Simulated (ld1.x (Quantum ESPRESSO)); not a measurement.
**Transferability test, ultrasoft potential for carbon (C)**

* Element: C (Z = 6)
* Generator: ld1.x (Quantum ESPRESSO) 7.5
* Type: ultrasoft
* Functional: PBEsol
* Relativity: non-relativistic
* Frozen core: [He]
* Valence charge: 4
* Reference configuration: 2s2 2p2
* Partial waves: 2s (bound): rcut 0.80, rcutus 1.10 bohr; 2s channel at -0.35 Ry: rcut 0.80, rcutus 1.10 bohr; 2p (bound): rcut 2.20, rcutus 2.65 bohr; 2p channel at -0.05 Ry: rcut 2.20, rcutus 2.65 bohr
* Local potential: all-electron potential smoothed inside 0.90 bohr (lloc = -1)
* Core correction: Bessel-smoothed model core inside 0.50 bohr
* Augmentation charge: PSQ, radius 0.80 bohr

Energies are relative to the spin-unpolarised reference configuration 2s2 2p2; without spin polarisation the order of configurations can differ from experiment.

**Question.** Give the all-electron excitation energy and the error of the potential for: 2s2 2p1; 2s2 2p0; 2s1 2p0; 2s2 2p2.3; 2s0 2p4; 2s1 2p2; 2s2 2p1.5.

**Answer.**

```json
{"valence configuration": "2s2 2p1", "charge": "+1", "ΔE all-electron (eV)": "10.792", "error AE − PS (meV)": "-4.1"}
{"valence configuration": "2s2 2p0", "charge": "+2", "ΔE all-electron (eV)": "34.814", "error AE − PS (meV)": "-9.1"}
{"valence configuration": "2s1 2p0", "charge": "+3", "ΔE all-electron (eV)": "82.757", "error AE − PS (meV)": "-7.4"}
{"valence configuration": "2s2 2p2.3", "charge": "-0.3", "ΔE all-electron (eV)": "-1.145", "error AE − PS (meV)": "-0.1"}
{"valence configuration": "2s0 2p4", "charge": "0", "ΔE all-electron (eV)": "16.843", "error AE − PS (meV)": "+25"}
{"valence configuration": "2s1 2p2", "charge": "+1", "ΔE all-electron (eV)": "19.488", "error AE − PS (meV)": "-0.4"}
{"valence configuration": "2s2 2p1.5", "charge": "+0.5", "ΔE all-electron (eV)": "3.934", "error AE − PS (meV)": "-0.7"}
```
